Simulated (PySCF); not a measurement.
C6H6Se.
Structure used (GFN2-xTB), in Å, numbered top down from 1:
```xyz
13
C6H6Se angstrom
C     -2.178   -0.663    0.009
C     -1.380    0.368    0.259
C      0.069    0.360    0.183
C      0.868   -0.767   -0.177
C      2.202   -0.544   -0.181
Se     2.630    1.200    0.292
C      0.812    1.476    0.462
H     -3.248   -0.575    0.088
H     -1.804   -1.629   -0.283
H     -1.810    1.319    0.549
H      0.442   -1.723   -0.427
H      2.972   -1.255   -0.422
H      0.422    2.435    0.753
```

Vertical excitations from PySCF (density fitting, frozen core in the response, grid level 2 and gas phase unless stated; continuum runs use non-equilibrium linear response for the excitations) on a GFN2-xTB geometry. Reference run:

```
                              settings    S1, eV (f)    S2, eV (f)    S3, eV (f)    S4, eV (f)    S5, eV (f)    S6, eV (f)  T1, eV (Tamm–Dancoff)  mean α (au)
PBE0/def2-SVPD, full TDDFT, 6 singlets  4.93 (0.207)  5.08 (0.001)  5.26 (0.142)  5.48 (0.158)  5.56 (0.002)  6.20 (0.028)                   3.14         98.5
```

**Question.** What do these settings give: revPBE/def2-SVPD, IEF-PCM cyclohexane, start guess atom, TDA, 6 singlets?

**Answer.** 
```tsv
settings	S1, eV (f)	S2, eV (f)	S3, eV (f)	S4, eV (f)	S5, eV (f)	S6, eV (f)	T1, eV (Tamm–Dancoff)	mean α (au)
revPBE/def2-SVPD, IEF-PCM cyclohexane, start guess atom, TDA, 6 singlets	4.52 (0.109)	4.67 (0.001)	4.95 (0.326)	5.06 (0.247)	5.24 (0.002)	5.61 (0.019)	3.14	117.2
```

S1 moves by -0.41 eV; functional, environment and response scheme change together, so the shift can't be laid on one. States are counted by energy in each run and needn't keep their character from row to row.

**Question.** Which orbital pairs make up S1 in each run, and how does it sit against the orbital gap?

**Answer.** 
```csv
settings,S1 configurations (weight),S1 (eV),orbital gap (eV),S1 − gap (eV)
"PBE0/def2-SVPD, full TDDFT, 6 singlets","H→L 0.64, H→L+1 0.15, H−1→L 0.14",4.93,5.46,-0.53
"revPBE/def2-SVPD, IEF-PCM cyclohexane, start guess atom, TDA, 6 singlets","H−1→L 0.37, H→L 0.26, H→L+1 0.25",4.52,3.72,+0.80
```

The species at its GFN2-xTB geometry (one conformer only). The PBE0/def2-SVPD calculation is non-relativistic and has no spin–orbit coupling, an omission that weighs most on selenium.
